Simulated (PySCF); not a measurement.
**How methods differ on the excitation energy of Ca**

Ca [Ar] 4s2 (1S) → Ca [Ar] 3d2 (3F), as a difference of total energies. All numbers are calculated (PySCF 2.14, the non-relativistic Hamiltonian (point nucleus), in dyall-av2z (17s13p4d, 76 functions)). Correlated levels: valence: [Ar] frozen; virtual orbitals above 40 to 60 times the deepest correlated orbital energy dropped. The calculations carry no spin-orbit coupling.

```tsv
method	excitation energy (eV)
UHF	6.560
LDA	6.151
PBE	5.840
PBE0	6.080
r2SCAN	5.778
wB97X	6.822
TPSS	5.800
r2SCANh	5.895
MP2 (valence)	7.013
SCS-MP2 (valence)	7.165
```

Task: How much does correlation contribute at MP2 (valence)?

Result: 7.013 − (6.560) = 0.453 eV, measured against UHF.

The upper state lies above the first ionisation limit, where it may autoionise and the basis confines it.
